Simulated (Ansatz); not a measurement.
**SiSe (SMILES [Si][Se]): methods side by side**

The species is SiSe (2 atoms), meant as a singlet with charge 0. As SMILES, `[Si][Se]`. The shape comes from GFN2-xTB, which is rough for such elements, and wasn't checked as a minimum.

```xyz
2

Si    0.0000    0.0000    0.0000
Se    0.0000    0.0000    2.1245
```

Quantity: the vertical ionisation energy (to the doublet cation), in eV. The values are calculated.

```tsv
level	kind	program	value (eV)	CPU time (all runs)
HF/STO-3G	Hartree–Fock	Ansatz	5.57	1.6 s
SVWN5/STO-3G	LDA	Ansatz	7.65	4.3 s
PBE/STO-3G	GGA	Ansatz	7.50	8.2 s
PBE0/STO-3G	global hybrid	Ansatz	7.37	6.9 s
wB97M-V/STO-3G	range-separated hybrid	Ansatz	7.11	49 s
B2PLYP/STO-3G	double hybrid	Ansatz	7.04	6.7 s
RPA@PBE/STO-3G	RPA	Ansatz	6.05	11 s
BCCD(T)/STO-3G	coupled cluster or CI	Ansatz	6.33	4.2 s
CCSDT(Q)/STO-3G	coupled cluster or CI	Ansatz	?	8.2 s
CCSDT/STO-3G	coupled cluster or CI	Ansatz	?	5.3 s
```

**Question.** Estimate what the levels marked ? give.

**Answer.** As computed at these levels: CCSDT(Q)/STO-3G: 6.32 eV; CCSDT/STO-3G: 6.34 eV. CCSDT/STO-3G is the highest level here, not the true value. All-electron rows without a relativistic Hamiltonian named are non-relativistic. The values span 5.57 to 7.65 eV. All rows use very small basis sets, so even the best lies far from the true value. In the correlated wave-function rows the outer d shell of Se is correlated, in sets not made for it. CPU times are rough (shared hosts, several kinds of processor): they show what a rung costs within a factor of a few.
